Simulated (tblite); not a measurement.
Reproducing measurements on HBr

**Experimental background.**

CRC Handbook of Chemistry and Physics lists, for the gas at 298.15 K: standard entropy 198.7 J/(mol K).

How close the calculation comes is told at the end.

HBr.
Numbering: `[BrH:1]` (hydrogens: H2 on Br1)

Structure used (PBE0-D3(BJ)/def2-SVP), in Å, numbered top down from 1:
```
atom  x, y, z in Å
Br1    0.7196   -0.0281    0.0011
H2    -0.7021   -0.0007   -0.0132
```

GFN2-xTB wavenumbers (cm⁻¹, harmonic, unscaled, at the method's own geometry): 2348. Point group C∞v, symmetry number 1. Entropy at 298.15 K and 1 bar in J/(mol K): translation 163.5, rotation 34.7, vibration 0.0.

## Comparison

**Standard entropy at 298.15 K.** Measured: 198.7 J/(mol K) (298.15 K; CRC Handbook of Chemistry and Physics).

| level | computed (J/(mol K)) | computed − measured (J/(mol K)) | % (from the printed values) |
| --- | --- | --- | --- |
| GFN2-xTB, rigid rotor and harmonic oscillator | 198.2 | -0.5 | 0 |

Ideal gas at 1 bar, most abundant isotopes; table values of this kind come from calorimetry or from spectroscopic constants.

The geometry is computed, not the measured one. Where a level misses, the cause wasn't examined.
